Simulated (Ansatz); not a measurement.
Species: InCl₂, net charge 0, doublet state. It need not be the lowest isomer of its formula. 
Structure (B3LYP-D3(BJ)/def2-TZVP (Ansatz, a program for electronic structure) minimum search):
SMILES: [Cl][In][Cl]
```xyz
3

In     0.3131    -0.0015     0.3760
Cl     1.1129     0.3574    -1.8430
Cl    -2.0154    -0.3530     0.7594
```
Charge 0, spin multiplicity 2.

Basis-set convergence of Hartree-Fock and CCSD correlation energies (hartree) with Ansatz. Cores are frozen in the correlated levels unless marked. Open shells are spin-unrestricted. Spin-orbit coupling is left out. The frozen core is the preceding noble-gas configuration, with the filled d and f shells of earlier blocks. In def2 rows, elements after Kr have scalar-relativistic effective core potentials.

```
basis       functions        E(HF)  E(corr, CCSD)
----------  ---------  -----------  -------------
def2-SVP           62  -1108.01824       -0.32467
def2-TZVPP        134          ___            ___
```

### Question
Complete the blanks.

### Answer

- def2-TZVPP, E(HF): -1108.34109
- def2-TZVPP, E(corr, CCSD): -0.45441
